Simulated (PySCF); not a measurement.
Ge(Me)(SH), CH₄GeS, SMILES [CH3][Ge][SH], CAM-B3LYP/def2-SVP optimised geometry.

```
7

Ge    -0.58    -0.54     0.00
C     -0.74     1.45     0.00
H     -0.29     1.87    -0.91
H     -0.21     1.89     0.86
H     -1.79     1.75     0.04
S      1.65    -0.54     0.00
H      1.79    -1.89    -0.01
```

Density from CAM-B3LYP/def2-TZVP run with PySCF 2.14.0 at that geometry.

Minimum of the electron density along straight lines between bonded atoms, close to the bond critical point (lines longer than 1.1 times the sum of covalent radii, or with two minima, are not listed):

```tsv
bond	length / Å	ρ at the minimum / e bohr⁻³	∇²ρ there / e bohr⁻⁵	position (fraction from the first atom)
Ge1–C2	1.996	(withheld)	0.08	0.47
C2–H3	1.102	0.266	-0.87	0.64
C2–H4	1.102	0.266	-0.87	0.64
C2–H5	1.100	0.269	-0.89	0.64
Ge1–S6	2.233	(withheld)	0.08	0.43
S6–H7	1.349	0.213	(withheld)	0.64
```

### Question
What belongs in the gaps?

### Answer

- Ge1–C2, ρ at the minimum / e bohr⁻³: 0.121
- Ge1–S6, ρ at the minimum / e bohr⁻³: 0.098
- S6–H7, ∇²ρ there / e bohr⁻⁵: -0.61
